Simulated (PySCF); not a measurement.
**Nuclear quadrupole coupling in `O=S(=O)([O-])/C=C/F`**

Species: C2H2FO3S (charge -1).
Geometry (GFN2-xTB, Å), atoms numbered from 1 in this order:
```xyz
9
C2H2FO3S angstrom
O     -1.145   -1.385    0.597
S     -1.300   -0.061    0.007
O     -1.892    0.932    0.896
O     -1.853   -0.063   -1.343
C      0.405    0.541   -0.233
C      1.365   -0.263    0.132
F      2.704    0.025    0.022
H      0.535    1.518   -0.660
H      1.195   -1.238    0.557
```

Field gradients from the PBE0/pcSseg-1 density (PySCF, non-relativistic), principal values in atomic units, ordered |Vxx| ≤ |Vyy| ≤ |Vzz|:

```tsv
atom	Vxx	Vyy	Vzz
O1	-0.4902	-0.8963	1.3865
S2	-0.2451	-0.2641	0.5091
O3	-0.5267	-0.8557	1.3824
O4	-0.5270	-0.8558	1.3827
```

Question: Find the asymmetry η = (Vxx − Vyy)/Vzz and the couplings χ = eQV/h (234.96 MHz × Q in barn × V in au), with Q(17O) = −0.0256 b, Q(33S) = −0.0678 b.

Answer: 
```json
{"atom": "O1", "environment": "oxygen bonded to S", "nucleus": "17O", "η": "0.29", "χzz (MHz)": "-8.34", "χxx (MHz)": "2.95", "χyy (MHz)": "5.39"}
{"atom": "S2", "environment": "sulfonyl sulfur", "nucleus": "33S", "η": "0.04", "χzz (MHz)": "-8.11", "χxx (MHz)": "3.90", "χyy (MHz)": "4.21"}
{"atom": "O3", "environment": "oxygen bonded to S", "nucleus": "17O", "η": "0.24", "χzz (MHz)": "-8.31", "χxx (MHz)": "3.17", "χyy (MHz)": "5.15"}
{"atom": "O4", "environment": "oxygen bonded to S", "nucleus": "17O", "η": "0.24", "χzz (MHz)": "-8.32", "χxx (MHz)": "3.17", "χyy (MHz)": "5.15"}
```

The gradient is axial or nearly so (η below 0.05) at S2. 

Question: What is Vzz at S2 in SI units (1 au = 9.71736 × 10²¹ V/m²)?

Answer: 0.5091 au = 4.947 × 10²¹ V/m².

Question: What couplings would deuterons (Q(2H) = 0.00286 b) have in place of the hydrogens, at this geometry?

Answer: 
```tsv
atom	bonded to	bond length (Å)	Vzz (au)	η	χzz (kHz)
H8	C5	1.074	0.3487	0.04	234
H9	C6	1.077	0.3219	0.08	216
```

Isolated species at its GFN2-xTB geometry, gas phase. The pcSseg-1 basis has no diffuse functions, a weakness for an anion. GFN2-xTB bond lengths can be off by several hundredths of an ångström, more for odd bonds, and the gradients follow them. The basis is small and wasn't made for field gradients, so the couplings can be 20 % off.
